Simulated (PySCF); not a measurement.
SMILES [SeH][Ga]([SeH])[SeH], PBE0/def2-SVP optimised geometry.

```
7

Ga    -0.55    -0.01     0.00
Se    -1.69    -2.03     0.00
H     -0.44    -2.81    -0.01
Se    -1.86     1.92     0.00
H     -0.68     2.81     0.00
Se     1.78    -0.01     0.00
H      1.86     1.46     0.00
```

Density from PBE0/def2-TZVP (PySCF) at that geometry.

Minimum of the electron density along straight lines between bonded atoms, close to the bond critical point (lines longer than 1.1 times the sum of covalent radii, or with two minima, are not listed):

```csv
bond,length / Å,ρ at the minimum / e bohr⁻³,∇²ρ there / e bohr⁻⁵,position (fraction from the first atom)
Ga1–Se2,2.326,0.086,0.08,0.44
Se2–H3,1.472,0.174,-0.31,0.63
Ga1–Se4,2.327,0.086,0.08,0.44
Se4–H5,1.471,0.174,-0.31,0.63
Ga1–Se6,2.329,0.086,0.08,0.44
Se6–H7,1.471,0.174,-0.31,0.63
```
